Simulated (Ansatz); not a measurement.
The cluster GeS2⁻: single points at one geometry.

```yaml
crystal:
  periodic: [false, false, false]
  atoms:
    - {symbol: Ge, position_ang: [0.417804, -0.154851, -0.373389]}
    - {symbol: S, position_ang: [-1.240962, 0.789331, -1.263367]}
    - {symbol: S, position_ang: [0.823158, -0.634481, 1.636757]}
basis:
  gaussian: {orbitals: def2-SVPD, initial_orbitals: start.molden}
total_charge: -1
magnetization: {spin_polarized: true, initial_magnetization: 1}
hamiltonian: {xc: pbe, dispersion: d4}
scf: {omitted_lower_state_checks: [starts]}
output: {orbitals: {seedname: orbitals}}
```

The file start.molden holds the orbitals of an earlier run on this structure, at another level or in another basis.

```sh
$ ansatz run in.yaml --threads 4 --pin off --events-out ev --progress --plain --max-ram 3916MiB
```

Output, abridged:

```
Functional definition: PBE
949 factors; their error is unknown
mean field evaluation 1: about -78160.8091 eV, gradient 6.0e0 eV
mean field evaluation 2: about -78160.9269 eV, gradient 1.4e-1 eV
mean field evaluation 4: about -78160.9102 eV, gradient 9.9e-4 eV
mean field evaluation 8: about -78160.9102 eV, gradient 1.6e-5 eV
mean field -78160.91015256 eV, -2872.3604687388 hartree, gradient 1.6e-5 eV, S^2 0.752808; 0 other end points of the search recorded, 0 dependent functions left out
reference -78160.91018636 eV, -2872.3604699811 hartree; 33, 32 occupied and 59, 60 virtual orbitals, 949 factors
Total energy: -78161.02650580 eV, -2872.3647446417 hartree
Checks for a lower state left out: starts
```

Hardware: 4 threads of Arm Neoverse V1 on a shared host. Wall time 1.1 s.

As the first input, with `gaussian: {orbitals: def2-TZVPD, initial_orbitals: start.molden}`, `hamiltonian: {xc: {name: BHLYP}, dispersion: d4}` (abridged; 3.3 s):

```
Functional definition: BHLYP
mean field -78191.98480678 eV, -2873.5024412183 hartree, gradient 1.2e-5 eV, S^2 0.762555
Total energy: -78192.17687817 eV, -2873.5094997119 hartree
Checks for a lower state left out: starts
```

The first input with `gaussian: {orbitals: 6-31G}`, `hamiltonian: {xc: hf}` (abridged; 0.35 s):

```
Functional definition: HF
mean field -78099.45787877 eV, -2870.1021393309 hartree, gradient 1.8e-5 eV, S^2 0.770217
Total energy: -78099.45787877 eV, -2870.1021393309 hartree
Checks for a lower state left out: starts
```

As the first input, with `gaussian: {orbitals: def2-TZVPD, initial_orbitals: start.molden}`, `hamiltonian: {xc: {name: r2SCAN0}, dispersion: d4}` (abridged; 5.5 s):

```
Functional definition: r2SCAN0
mean field -78190.29447318 eV, -2873.4403226043 hartree, gradient 1.8e-5 eV, S^2 0.762732
Total energy: -78190.32508308 eV, -2873.4414474973 hartree
Checks for a lower state left out: starts
```

First input, but with `gaussian: {orbitals: def2-TZVPD, initial_orbitals: start.molden}`, `hamiltonian: {xc: pbe0, dispersion: d4}` (abridged; 2.9 s):

```
Functional definition: PBE0
mean field -78178.13080678 eV, -2872.9933161087 hartree, gradient 3.8e-5 eV, S^2 0.757555
Total energy: -78178.23048912 eV, -2872.9969793675 hartree
Checks for a lower state left out: starts
```

First input, but with `gaussian: {orbitals: def2-TZVPD, initial_orbitals: start.molden}` (abridged; 1.8 s):

```
Functional definition: PBE
mean field -78175.22153375 eV, -2872.8864022969 hartree, gradient 2.6e-5 eV, S^2 0.753225
Total energy: -78175.33789715 eV, -2872.8906785731 hartree
Checks for a lower state left out: starts
```

The first input with `gaussian: {orbitals: def2-TZVPD, initial_orbitals: start.molden}`, `hamiltonian: {xc: r2scan, dispersion: d4}` (abridged; 4.7 s):

```
Functional definition: r2SCAN
mean field -78191.18905703 eV, -2873.4731979542 hartree, gradient 2.1e-5 eV, S^2 0.758181
Total energy: -78191.21274618 eV, -2873.4740685147 hartree
Checks for a lower state left out: starts
```

Geometry: PBE0-D4/def2-TZVPD.

The 6-31G sets use Cartesian d functions. The structure comes from a short search, and lower isomers may exist.
